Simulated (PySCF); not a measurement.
**Excitation energy of Sc by level of theory**

Sc [Ar] 3d1 4s2 (2D) → Sc [Ar] 4s2 5s1 (2S), as a difference of total energies. Calculation: PySCF 2.14, in aug-cc-pVTZ-DK (8s7p5d3f2g, 93 functions); the spin-free X2C one-electron Hamiltonian (Gaussian nucleus). Correlated levels: valence: [Ar] frozen. The calculations carry no spin-orbit coupling.

```tsv
method	excitation energy (eV)
UHF	5.160
LDA	6.303
PBE	6.300
PBE0	6.130
BLYP	6.280
r2SCANh	6.520
MP2 (valence)	5.154
SCS-MP2 (valence)	5.127
```

A first-order spin-orbit estimate (lowest level to lowest level, LS coupling) adds 0.014 eV.

The promoted electron is Rydberg-like, and one or two diffuse shells describe it only roughly, which tends to raise the upper state.
